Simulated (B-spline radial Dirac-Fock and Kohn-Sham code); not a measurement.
# Two-hole binding energies of Gd²⁺

System: Gd²⁺, configuration 1s2 2s2 2p6 3s2 3p6 3d10 4s2 4p6 4d10 4f7 5s2 5p6 5d1.

Input of the calculation (task.json; shells as n, l, electrons):

```json
{"items": [{
  "Z": 64,
  "q": 2,
  "cfg": [[1, 0, 2], [2, 0, 2], [2, 1, 6], [3, 0, 2], [3, 1, 6], [3, 2, 10], [4, 0, 2], [4, 1, 6], [4, 2, 10], [4, 3, 7], [5, 0, 2], [5, 1, 6], [5, 2, 1]],
  "A": 158,
  "rrms": 5.1569,
  "do": ["binding", "quiet", "double"]
}]}
```

Run with: `python xray_run.py task.json out`

These are calculated numbers from a radial B-spline solver; the model is multi-electron Dirac-Fock with separately optimised hole states, Breit and Lamb-shift corrections added in first order. U is the two-hole binding energy less the two single-hole energies, the effective repulsion of the holes after relaxation. Each two-hole energy is an average over J within one jj subconfiguration.

| holes | E(a) (eV) | E(b) (eV) | E(ab) (eV) | U (eV) |
| --- | --- | --- | --- | --- |
| 1s⁻² | 50263.2 | 50263.2 | 101647.0 | 1120.6 |
| 1s⁻¹ 2p3/2⁻¹ | 50263.2 | 7269.6 | 57813.7 | 280.9 |
| 1s⁻¹ 3p3/2⁻¹ | 50263.2 | 1575.3 | 51924.1 | 85.7 |
| 2s⁻¹ 2p1/2⁻¹ | 8408.0 | 7957.3 | ? | ? |
| 2s⁻¹ 3p1/2⁻¹ | 8408.0 | 1718.7 | 10201.9 | 75.2 |
| 2p1/2⁻¹ 3s⁻¹ | 7957.3 | 1912.9 | 9942.6 | 72.3 |
| 2p1/2⁻¹ 3p3/2⁻¹ | 7957.3 | 1575.3 | 9607.0 | 74.4 |
| 2p1/2⁻¹ 3d5/2⁻¹ | 7957.3 | 1213.6 | 9251.0 | 80.1 |
| 3p3/2⁻² | 1575.3 | 1575.3 | 3201.9 | 51.3 |
| 4d3/2⁻² | 178.6 | 178.6 | 379.9 | 22.8 |
| 4d3/2⁻¹ 4d5/2⁻¹ | 178.6 | 172.9 | 374.5 | 23.1 |
| 4d5/2⁻² | 172.9 | 172.9 | 368.5 | 22.7 |
| 5p1/2⁻² | 49.29 | 49.29 | 112.8 | 14.2 |
| 5p1/2⁻¹ 5p3/2⁻¹ | 49.29 | 44.87 | 107.2 | 13.1 |

Question: Give the missing two-hole energy and U.

Answer: E(ab) = 16535.1 eV and U = 169.7 eV.
